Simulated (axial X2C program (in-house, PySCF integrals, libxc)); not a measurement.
**Spin–orbit effects down a group: molecules with Br, PBE0**

All values come from calculations with an axial X2C code built on PySCF integrals, spin-free (one-electron X2C) or two-component (2c: spin–orbit coupling with atomic mean-field Coulomb and Gaunt terms, which also bring small scalar terms), in Dyall basis sets with cores contracted in-house; open shells are unrestricted.

Basis sets: Br dyall-cv3z, Br dyall-v3z, Cr dyall-cv3z, Mo dyall-v3z, W dyall-cv3z.

| molecule | spin-free state | Re (Å) | ωe (cm⁻¹) | De (eV) | 2c state | Re 2c (Å) | ωe 2c (cm⁻¹) | De 2c (eV) |
| --- | --- | --- | --- | --- | --- | --- | --- | --- |
| CrBr | M_S = 5/2, Λ = 0 | 2.338 | 301.7 | 3.34 | Ω = 5/2 | 2.340 | 301.0 | 3.23 |
| MoBr | M_S = 5/2, Λ = 0 | 2.435 | 264.8 | 3.32 | Ω = 5/2 | 2.436 | 264.1 | 3.21 |
| WBr | M_S = 5/2, Λ = 0 | 2.410 | 259.2 | n/a | Ω = 5/2 | 2.410 | 258.8 | n/a |

Q: Work out the shifts from the spin-free to the two-component result.

A: 

```csv
molecule,2c state,ΔRe (Å),Δωe (cm⁻¹),ΔDe (eV)
CrBr,Ω = 5/2,0.002,-0.7,-0.11
MoBr,Ω = 5/2,0.001,-0.7,-0.11
WBr,Ω = 5/2,0.000,-0.4,n/a
```

Shifts of one unit in the last digit are rounding.

Each entry is the lowest single determinant of a limited PBE0 search at one distance. De goes to single-determinant-based atoms at the same level (for ions the charge split of lowest energy) and is withheld (n/a) where an atom does not fit its ground term or J level. Main or longest-lived isotopes. One determinant is a doubtful description, or other states lie close, for CrBr, MoBr, WBr; these need not be ground states, and all values refer to the states named. With several unpaired electrons the Ω given is that of one determinant, not necessarily of the lowest component. The functionals have no current term, which raises determinants with orbital currents.
